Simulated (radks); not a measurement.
The numbers below are computed, except where a source is named.
Al+, configuration [Ne] 3s2. Code: a radial shooting solver on a logarithmic mesh with Libxc functionals. Model: Dirac Kohn-Sham, LDA (Slater exchange, Perdew-Wang correlation), spin-unpolarised, spherical densities, point nucleus. Some entries of the table are withheld. Estimate them.

orbital  occ.  eigenvalue (hartree)  <1/r> (bohr^-1)  r(max) (bohr)
1s1/2       2                   (1)              (2)            (3)
2s1/2       2                   (4)            2.333         0.4980
2p1/2       2              -2.88060              (5)         0.4262
2p3/2       4              -2.86436              (6)         0.4278
3s1/2       2              -0.54816           0.5709          1.998

Answer. 
(1) 1s1/2 eigenvalue (hartree): -55.59147
(2) 1s1/2 <1/r> (bohr^-1): 12.59
(3) 1s1/2 r(max) (bohr): 0.07862
(4) 2s1/2 eigenvalue (hartree): -4.25796
(5) 2p1/2 <1/r> (bohr^-1): 2.217
(6) 2p3/2 <1/r> (bohr^-1): 2.207
